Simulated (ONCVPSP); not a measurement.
**carbon: one change to an ONCV potential, before and after**

ONCVPSP 4.0.1 input, shortened (lines: element, Z, core and valence counts, functional; n l f; lmax; l rc ep ncon nbas qcut; lloc lpopt rc5 dvloc0; l nproj debl; icmod fcfact rcfact), PBEsol, scalar-relativistic:

```
  C 6.00    0    3  -116133      upf
    1    0    2.00
    2    0    2.00
    2    1    1.00
    2
    0    0.60    0.00    3    7   21.00
    1    2.55    0.00    5    9    5.20
    2    2.00    0.21    4    9    5.60
    4    2    0.45    6.00
    0    2    0.80
    1    3    1.80
    2    2    3.60
    0    0.00    0.00
```

All-electron outer shells of the reference configuration (PBEsol, scalar-relativistic, ld1.x):

```json
{"shell": "1s", "level (eV)": "-287.02", "outermost node (bohr)": "–", "outermost maximum (bohr)": "0.18"}
{"shell": "2s", "level (eV)": "-25.62", "outermost node (bohr)": "0.38", "outermost maximum (bohr)": "1.17"}
{"shell": "2p", "level (eV)": "-16.91", "outermost node (bohr)": "–", "outermost maximum (bohr)": "1.11"}
```

Change: all radii scaled by about 1.24 (s 0.74, p 3.16, d 2.48 bohr); local potential polynomial inside 0.56 bohr (lpopt 2, dvloc0 6 Ha).

Cutoffs: the cutoffs (Ha) at which the residual kinetic energy of the hardest occupied pseudo-wave falls to 1 and 0.1 mHa per electron; they do not see the model core or the augmentation charge, which bear on the density cutoff. Errors are all-electron minus pseudo energies relative to the spin-unpolarised reference configuration.

Question: How do hardness, ghosts and transferability respond?

Answer: The potential gets softer (164 Ha and 188 Ha → 143 Ha and 165 Ha); of the 4 tests that both files solve, the error grows in 4 and shrinks in 0 by more than 15 % and 0.3 meV (median size 203.0 → 353.7 meV); neither file shows a bound ghost. A larger radius leaves more room for a smooth pseudo-wave, so fewer plane waves are needed. More of the atom is replaced by a form fitted at one configuration, so other configurations suffer.

| quantity | base | changed |
| --- | --- | --- |
| cutoff, loose | 164 Ha | 143 Ha |
| cutoff, tight | 188 Ha | 165 Ha |
| loose cutoff by channel | s 164 Ha, p 10 Ha | s 143 Ha, p 8.6 Ha |
| bound ghosts | none | none |
| GHOST(+) flags under 300 eV | none | none |
| error for 1s2 2s2 2p2, meV [ΔE -10.79 eV] | +79 | +151 |
| error for 1s2 2s2 2p0, meV [ΔE 24.02 eV] | +257 | +427 |
| error for 1s2 2s1 2p0, meV [ΔE 71.98 eV] | +631 | +1023 |
| error for 1s2 2s1 2p3, meV [ΔE -2.36 eV] | +149 | +280 |
